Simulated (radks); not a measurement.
Task: Method: Dirac Kohn-Sham, PBE, spin-unpolarised, spherical densities, point nucleus; open shells fill j = l - 1/2 first; computed with a radial shooting solver on a logarithmic mesh with Libxc functionals. Each species is in its NIST ground configuration. Rank Sm, Dy, Gd, La, Nd, Pr, Tm, Tb, Lu, Yb, Pm, Ho, Eu, Er, Ce by radius at which the density is 0.001 e/bohr^3 (bohr), largest first.

Result: La 5.48, Ce 5.44, Pr 5.40, Nd 5.36, Pm 5.32, Sm 5.29, Eu 5.25, Gd 5.24, Tb 5.19, Dy 5.16, Ho 5.13, Er 5.10, Tm 5.08, Lu 5.06, Yb 5.05.
